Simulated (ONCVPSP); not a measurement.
## Potentials for chlorine compared

Generated with ld1.x 7.5 (TM, RRKJ, ultrasoft, PAW), atompaw 4.2 or ONCVPSP 4.0.1. The cutoff is in Ry: for ld1.x and atompaw files where the sum of valence levels is converged to 10 mRy in a Bessel basis, for ONCV files where the hardest occupied wave has 1 mHa per electron of residual kinetic energy. The error is the largest all-electron minus pseudo excitation energy over each file’s own four to seven test configurations (ionisations up to +4, promotions, holes and added fractions of an electron), all of which were solved. The labels leave out finer settings (local radius, basis sizes, second energies), which also bear on the numbers. Spin-polarised tests are not counted. The rows are a selection from randomly drawn settings: files with unsolved tests, undetermined cutoffs or missed reference levels are left out.

A true bound ghost makes a file unfit for plane-wave use even where its test errors are small: the radial tests pick states by their node count and pass the ghost by.

| potential | cutoff (Ry) | largest error (meV) | bound ghosts |
| --- | --- | --- | --- |
| ONCV, PBE, fully relativistic, rc 1.40/1.10 (sp), local smoothed, core correction yes, reference 3s2 3p5, qcut 6.1/6.1, projectors 1/2 | 30 | -12 | s |
| ONCV, PBE, scalar-relativistic, rc 1.35/1.15/1.25 (spd), local smoothed, core correction yes, reference 3s2 3p4.75, qcut 4.3/6.8/6.9, projectors 2/2/2 | 150 | +4.5 | none |
| ONCV, Wu-Cohen, scalar-relativistic, rc 1.30/1.35/1.05 (spd), local smoothed, core correction yes, reference 3s2 3p3, qcut 5.9/5.8/9.7, projectors 1/2/2 | 33 | +21 | none |
| ONCV, LDA (Perdew-Zunger), scalar-relativistic, rc 1.40/1.25/1.15 (spd), local smoothed, core correction yes, reference 3s1.75 3p5.25, qcut 4.2/7.5/9.8, projectors 2/2/2 | 136 | +17 | none |
| ONCV, PBEsol, non-relativistic, rc 0.60/0.65/0.70 (spd), local smoothed, core correction yes, reference 2s2 2p6 3s1 3p6, qcut 21.4/17.3/14.9, projectors 3/2/2 | 323 | +34 | none |
| ONCV, LDA (Perdew-Wang 92), scalar-relativistic, rc 0.85/0.65 (sp), local smoothed, core correction no, reference 2s2 2p6 3s2 3p5, qcut 14.9/24.6, projectors 2/2 | 422 | +11 | none |
| ONCV, PBE, scalar-relativistic, rc 1.20/1.55/1.65 (spd), local smoothed, core correction yes, reference 3s1 3p6, qcut 4.3/5.6/5.3, projectors 2/2/2 | 148 | +8.9 | none |

Task: Fill in the row for Cl: ONCV, PBE, non-relativistic, rc 1.25/1.55/1.40 (spd), local smoothed, core correction yes, reference 3s1.5 3p5.5, qcut 6.3/4.7/8.1, projectors 2/2/2.

Result: cutoff 32 Ry, largest error +94 meV, bound ghosts: none.

Task: Fill in the row for Cl: ONCV, PBE, non-relativistic, rc 1.15/1.15 (sp), local p, core correction yes, reference 3s2 3p5, qcut 4.4/5.8, projectors 1/0.

Result: cutoff 83 Ry, largest error +68 meV, bound ghosts: none.
